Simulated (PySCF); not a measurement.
SrC⁺ at CAM-B3LYP

Level: CAM-B3LYP. Sr def2-SVPD with ECP28, C def2-SVPD; scalar-relativistic core potentials (PySCF 2.14).

| Item | Value |
| --- | --- |
| state | ⁴Σ⁻ (quartet), unpaired electrons σ ↑, π ↑↑ |
| bond length | 0.2346 nm |
| harmonic wavenumber | 512 cm⁻¹ |
| force constant | 1.63 mdyn/Å |
| rotational constant Be | 0.2900 cm⁻¹ |
| anharmonicity ωexe | 2.09 cm⁻¹ |
| vibration–rotation constant αe | 0.00161 cm⁻¹ |
| well depth De to Sr⁺ + C | 50.4 kcal/mol |
| dissociation energy D0 | 49.6 kcal/mol |
| bond order (Mayer) | 1.18 |
| dipole moment (positive dipole points towards C; it is taken about the centre of mass and depends on that origin) | -6.67 D |

Spin–orbit coupling is left out. For an ion De counts to the pair picked by the measured ionisation energies or electron affinities, which need not be the lowest pair at this level. The state is the lowest determinant that a PBE0 search found; another state may lie lower at other levels.
